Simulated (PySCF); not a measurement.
## Kr: ionisation energy

Kr [Kr] (1S) → Kr⁺ [Ar] 3d10 4s2 4p5 (2P), as a difference of total energies. Computed with PySCF 2.14 in cc-pVTZ-DK (6s5p3d1f, 43 functions), with scalar relativity by spin-free X2C-1e. Correlated levels: valence: [Ar] 3d10 frozen. The calculations carry no spin-orbit coupling.

```tsv
method	ionisation energy (eV)
UHF	13.051
MN15	13.950
LDA	14.334
MP2 (valence)	13.978
SCS-MP2 (valence)	13.893
CCSD (valence)	13.861
CCSD(T) (valence)	13.898
```

Errors of the correlated levels include the incompleteness of this basis and the frozen core.

Which method comes closest to the reference value, and which is furthest?

The reference is 14.222 eV (measured; NIST levels, between the centres of gravity of the two terms). Closest: LDA (error 0.112 eV); furthest: UHF (error -1.171 eV).
